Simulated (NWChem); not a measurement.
All runs are NWChem calculations. System: FIn, charge 0, spin multiplicity 1, at a geometry optimised with B3LYP/def2-SVP with def2 effective core potentials on In. The structure started from a generated list of species. Level: LC-wPBE (omega 0.3 per bohr)/def2-QZVP with def2 effective core potentials on In.

Job file:

```
start mol
memory heap 200 mb stack 900 mb global 1100 mb
geometry units angstroms nocenter noautoz
  In     0.000000     0.000000    -0.311099
  F      0.000000     0.000000     1.693760
  symmetry group C2v
end
basis spherical
  * library def2-qzvp
end
ecp
  In library def2-ecp
end
dft
  xc xwpbe 1.00 cpbe96 1.0 hfexch 1.00
  cam 0.3 cam_alpha 0.00 cam_beta 1.00
  direct
  iterations 100
end
task dft energy
```

Part of the output:

```
             Northwest Computational Chemistry Package (NWChem) 7.3.0
             --------------------------------------------------------

                                NWChem Input Module
                                -------------------

 Scaling coordinates for geometry "geometry" by  1.889725989
 (inverse scale =  0.529177249)

 Turning off AUTOSYM since
 SYMMETRY directive was detected!

                             Geometry "geometry" -> ""
                             -------------------------

 Output coordinates in angstroms (scale by  1.889725989 to convert to a.u.)

  No.       Tag          Charge          X              Y              Z
 ---- ---------------- ---------- -------------- -------------- --------------
    1 In                  49.0000     0.00000000     0.00000000    -0.31109900
    2 F                    9.0000     0.00000000     0.00000000     1.69376000

 Effective nuclear repulsion energy (a.u.)     116.4007876907

            Nuclear Dipole moment (a.u.)
            ----------------------------
        X                 Y               Z
 ---------------- ---------------- ----------------
     0.0000000000     0.0000000000    -0.0000207870

      Symmetry information
      --------------------

 Group name             C2v
 Group number             16
 Group order               4
 No. of unique centers     2

      Symmetry unique atoms

     1    2


 Summary of "ao basis" -> "" (spherical)
 ------------------------------------------------------------------------------
       Tag                 Description            Shells   Functions and Types
 ---------------- ------------------------------  ------  ---------------------
 *                         def2-qzvp                  on all atoms

 Summary of "ao basis" -> "ao basis" (spherical)
 ------------------------------------------------------------------------------
       Tag                 Description            Shells   Functions and Types
 ---------------- ------------------------------  ------  ---------------------
 In                        def2-qzvp                22       82   7s6p4d4f1g
 F                         def2-qzvp                17       57   7s4p3d2f1g

 Summary of "ao basis" -> "ao basis" (spherical)
 ------------------------------------------------------------------------------
       Tag                 Description            Shells   Functions and Types
 ---------------- ------------------------------  ------  ---------------------
 In                        def2-qzvp                22       82   7s6p4d4f1g
 F                         def2-qzvp                17       57   7s4p3d2f1g

      Symmetry analysis of basis
      --------------------------

        a1         56
        a2         17
        b1         33
        b2         33

  int_init: cando_txs set to always be  F

            General Information
            -------------------
          SCF calculation type: DFT
          Wavefunction type:  closed shell.
          No. of atoms     :     2
          No. of electrons :    30
           Alpha electrons :    15
            Beta electrons :    15
          Charge           :     0
          Spin multiplicity:     1
          Use of symmetry is: on ; symmetry adaption is: on
          Maximum number of iterations: 100
          This is a Direct SCF calculation.
          AO basis - number of functions:   139
                     number of shells:    39
          Convergence on energy requested:  1.00D-06
          Convergence on density requested:  1.00D-05
[...]
 d= 0,ls=0.0,diis     7   -290.0399151021 -2.77D-06  6.61D-06  8.95D-07   126.5

 !! scf_movecs_sym_adapt:   62 vectors were symmetry contaminated

  Symmetry fudging

 !! scf_movecs_sym_adapt:   56 vectors were symmetry contaminated

 d= 0,ls=0.0,diis     8   -290.0399152881 -1.86D-07  2.19D-06  2.94D-07   145.1

         Total DFT energy =     -290.039915288070
      One electron energy =     -575.001431356212
           Coulomb energy =      262.218567021943
    Exchange-Corr. energy =      -27.143102821262
 Nuclear repulsion energy =       49.886051867459

 Numeric. integr. density =       29.999998503223

     Total iterative time =    142.7s

                  Occupations of the irreducible representations
                  ----------------------------------------------

                     irrep           alpha         beta
                     --------     --------     --------
                     a1                8.0          8.0
                     a2                1.0          1.0
                     b1                3.0          3.0
                     b2                3.0          3.0

                       DFT Final Molecular Orbital Analysis
                       ------------------------------------

 Vector   13  Occ=2.000000D+00  E=-4.256028D-01  Symmetry=b1
              MO Center= -1.8D-15,  2.7D-16,  1.6D+00, r^2= 6.8D-01
   Bfn.  Coefficient  Atom+Function         Bfn.  Coefficient  Atom+Function
  ----- ------------  ---------------      ----- ------------  ---------------
    90      0.369649  2 F  px                93      0.328535  2 F  px
    96      0.313809  2 F  px                99      0.179067  2 F  px
    29      0.096124  1 In d  1              17      0.060920  1 In px
     8     -0.047405  1 In px                20      0.039578  1 In px
    14      0.026110  1 In px                44     -0.025258  1 In d  1

 Vector   14  Occ=2.000000D+00  E=-4.256028D-01  Symmetry=b2
              MO Center=  1.5D-17,  4.9D-16,  1.6D+00, r^2= 6.8D-01
   Bfn.  Coefficient  Atom+Function         Bfn.  Coefficient  Atom+Function
  ----- ------------  ---------------      ----- ------------  ---------------
    91      0.369649  2 F  py                94      0.328535  2 F  py
    97      0.313809  2 F  py               100      0.179067  2 F  py
    27     -0.096124  1 In d -1              18      0.060920  1 In py
     9     -0.047405  1 In py                21      0.039578  1 In py
    15      0.026110  1 In py                42      0.025258  1 In d -1

 Vector   15  Occ=2.000000D+00  E=-3.527283D-01  Symmetry=a1
              MO Center= -4.0D-15, -3.6D-16, -1.7D-01, r^2= 3.1D+00
   Bfn.  Coefficient  Atom+Function         Bfn.  Coefficient  Atom+Function
  ----- ------------  ---------------      ----- ------------  ---------------
     6      0.480564  1 In s                  5      0.364250  1 In s
     3     -0.329072  1 In s                 92      0.215830  2 F  pz
    95      0.194123  2 F  pz                98      0.181021  2 F  pz
     7      0.170621  1 In s                 19     -0.161822  1 In pz
    10      0.127067  1 In pz                28      0.120221  1 In d  0

 Vector   16  Occ=0.000000D+00  E= 2.479580D-03  Symmetry=b2
              MO Center=  6.6D-17, -2.7D-16, -5.0D-01, r^2= 6.9D+00
   Bfn.  Coefficient  Atom+Function         Bfn.  Coefficient  Atom+Function
  ----- ------------  ---------------      ----- ------------  ---------------
    24      0.557513  1 In py                18      0.351544  1 In py
    21      0.213659  1 In py                 9     -0.195268  1 In py
    15      0.093098  1 In py                42     -0.092628  1 In d -1
   100     -0.079090  2 F  py                91     -0.074526  2 F  py
    94     -0.070638  2 F  py                97     -0.053714  2 F  py

 Vector   17  Occ=0.000000D+00  E= 2.479580D-03  Symmetry=b1
              MO Center=  7.0D-15, -1.7D-16, -5.0D-01, r^2= 6.9D+00
   Bfn.  Coefficient  Atom+Function         Bfn.  Coefficient  Atom+Function
  ----- ------------  ---------------      ----- ------------  ---------------
    23      0.557513  1 In px                17      0.351544  1 In px
    20      0.213659  1 In px                 8     -0.195268  1 In px
    14      0.093098  1 In px                44      0.092628  1 In d  1
    99     -0.079090  2 F  px                90     -0.074526  2 F  px
    93     -0.070638  2 F  px                96     -0.053714  2 F  px

 Vector   18  Occ=0.000000D+00  E= 4.582072D-02  Symmetry=a1
              MO Center=  2.3D-15, -4.5D-15, -8.9D-01, r^2= 1.3D+01
   Bfn.  Coefficient  Atom+Function         Bfn.  Coefficient  Atom+Function
  ----- ------------  ---------------      ----- ------------  ---------------
    25      1.162084  1 In pz                22     -0.416392  1 In pz
    19      0.204972  1 In pz                43     -0.185239  1 In d  0
    88     -0.148860  2 F  s                  7     -0.138407  1 In s
     5      0.113782  1 In s                  6      0.112535  1 In s
    89      0.101566  2 F  s                101     -0.099911  2 F  pz

 center of mass
 --------------
 x =   0.00000000 y =   0.00000000 z =  -0.05035159

 moments of inertia (a.u.)
 ------------------
         234.007193299691           0.000000000000           0.000000000000
           0.000000000000         234.007193299691           0.000000000000
           0.000000000000           0.000000000000           0.000000000000

     Multipole analysis of the density
     ---------------------------------

     L   x y z        total         alpha         beta         nuclear
     -   - - -        -----         -----         ----         -------
     0   0 0 0     -0.000000    -15.000000    -15.000000     30.000000

     1   1 0 0     -0.000000     -0.000000     -0.000000      0.000000
     1   0 1 0     -0.000000     -0.000000     -0.000000      0.000000
     1   0 0 1     -1.259134     -8.860043     -8.860043     16.460951

     2   2 0 0    -18.775326     -9.387663     -9.387663      0.000000
     2   1 1 0     -0.000000     -0.000000     -0.000000      0.000000
     2   1 0 1     -0.000000     -0.000000     -0.000000      0.000000
     2   0 2 0    -18.775326     -9.387663     -9.387663      0.000000
     2   0 1 1      0.000000      0.000000      0.000000      0.000000
     2   0 0 2    -26.219623    -62.840169    -62.840169     99.460715

 Task  times  cpu:      145.1s     wall:      145.1s

 Total times  cpu:      145.1s     wall:      145.1s
```
